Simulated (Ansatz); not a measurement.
Consider the cleavage of the Si–Si bond: `O[Si](F)([SiH3])Cl` + NH₃ → `N[Si](O)(F)Cl` + SiH₄.

Program: Ansatz. Geometries: PBE0-D4/def2-TZVP. ΔE: electronic, gas phase. CCSD(T)/CBS adds triple-zeta CCSD(T) − MP2 to the extrapolated MP2 energy (def2 sets, frozen cores). This one scheme is used for every species. DFT in def2-TZVPP. HSE06 is defined as in plane-wave codes. Each species was taken in one conformer, which may not be the lowest.

`O[Si](F)([SiH3])Cl`:

Z-matrix (Å, degrees):
```
Si
F 1 1.594
Si 1 2.329 2 110.8
O 1 1.624 2 110.0 3 120.9
Cl 1 2.053 2 105.1 3 -120.6
H 3 1.485 1 108.6 2 -56.8
H 3 1.485 1 109.8 2 63.3
H 3 1.484 1 108.7 2 -176.3
H 4 0.960 1 119.7 2 70.6
```

NH₃:

Cartesian coordinates in Å:
```
N 0.005 -0.255 0.119
H -0.488 0.418 0.693
H 0.938 0.108 -0.029
H -0.455 -0.270 -0.783
```

`N[Si](O)(F)Cl`:

Cartesian coordinates in Å:
```
N -0.872 -0.538 -0.651
Si 0.426 0.325 -0.006
O 0.942 -0.316 1.392
F 1.729 0.346 -0.904
Cl -0.189 2.261 0.174
H -1.513 -0.101 -1.291
H -0.811 -1.534 -0.793
H 0.288 -0.443 2.080
```

SiH₄:

Z-matrix (Å, degrees):
```
Si
H 1 1.485
H 1 1.485 2 109.5
H 1 1.485 2 109.5 3 -120.0
H 1 1.485 2 109.5 3 120.0
```

Problem. Is it downhill or uphill in electronic energy at CCSD(T)/CBS, and by how much? (Estimate.)

Solution. Ansatz gave: Downhill: ΔE = -77.2 kJ/mol.

Problem. What do these levels give: PBE-QIDH, revPBE, r2SCAN, HSE06, BHLYP, CAM-B3LYP, RPA@PBE/def2-TZVPP, CCSD/def2-SVP, CCSD(T)/def2-SVP, HF/def2-TZVPP, MP2/def2-TZVPP, HF/CBS(def2)? (Estimate.)

Solution. The calculation gave: PBE-QIDH -78.6, revPBE -54.9, r2SCAN -75.8, HSE06 -67.4, BHLYP -87.0, CAM-B3LYP -83.5, RPA@PBE/def2-TZVPP -78.8, CCSD/def2-SVP -82.3, CCSD(T)/def2-SVP -79.8, HF/def2-TZVPP -97.6, MP2/def2-TZVPP -85.2, HF/CBS(def2) -98.3 kJ/mol.

Largest T1 diagnostic among the species: 0.012.

From PBE to PBE0 (25 % exact exchange), in def2-TZVPP and without D4, ΔE moves by −9.5 kJ/mol. In def2-TZVPP, CCSD(T) changes the Hartree–Fock value by +17.6 kJ/mol (the triples alone add +2.8 kJ/mol) and MP2 by +12.3 kJ/mol.
